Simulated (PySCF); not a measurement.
A calculated (BP86, PySCF 2.14, 6-31G*, the non-relativistic Hamiltonian (point nucleus)) atom or ion has these occupied shells.

```tsv
shell	electrons	orbital energy (eV)	rms radius, mean of both spins (bohr)
1s α	1	-8144.6	0.0635
1s β	1	-8144.6	0.0635
2s α	1	-983.11	0.269
2s β	1	-981.99	0.269
2p α	3	-860.86	0.240
2p β	3	-860.03	0.240
3s α	1	-127.69	0.806
3s β	1	-125.32	0.806
3p α	3	-90.362	0.853
3p β	3	-88.028	0.853
3d α	5	-28.131	1.06
3d β	3	-26.522	1.06
```

Name the element and its charge.

Ni²⁺ (nickel, charge +2), in [Ar] 3d8, high-spin 3F determinant.
